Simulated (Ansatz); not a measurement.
Total energies of Br$_{3}$Ga (`[Br][Ga]([Br])[Br]`).

```xyz
4

Br    0.475    0.742    2.082
Ga    0.000    0.000    0.000
Br    0.924   -1.920   -0.754
Br   -1.399    1.179   -1.328
```

The species carries charge 0 and has multiplicity 1. Correlated methods include outer-core shells of Br, Ga, which these sets cover unevenly. Scalar relativity is left out up to krypton. The structure was optimised at the PBE0-D4/def2-TZVP level. Basis def2-TZVPP, Ansatz.

RPA on PBE orbitals: Hartree–Fock energy of these orbitals -9640.61500 Eh, correlation -1.51061 Eh (frozen core).

```
             functional  energy without D4 (Eh)  D4 term (kJ/mol)
            LDA (SPW92)             -9633.80420                 –
                    PBE             -9646.04542             -17.5
                 revPBE             -9646.68758             -33.9
                   BLYP             -9647.63923             -35.6
                 r2SCAN             -9647.44662              -3.6
                 B97M-V             -9645.73956                 –
                   PBE0             -9646.35493             -15.3
                  B3LYP             -9647.62697             -29.2
                r2SCANh             -9647.43488              -4.2
                r2SCAN0             -9647.41916              -4.8
HSE06 (plane-wave form)             -9646.36844             -14.9
                  BHLYP             -9647.45049             -30.8
              CAM-B3LYP             -9647.99077             -16.6
                LC-ωPBE             -9646.17617                 –
                ωB97X-V             -9646.61330                 –
                ωB97M-V             -9646.96852                 –
                 B2PLYP             -9645.98722                 –
               PBE-QIDH             -9645.09512                 –
```

B3LYP takes the VWN-RPA correlation (the form of Gaussian; ORCA's B3LYP/G). HSE06 is the plane-wave form, built on full-range PBE exchange. The double hybrids freeze the cores in their second-order part.

LC-ωPBE has ω = 0.4 bohr⁻¹.
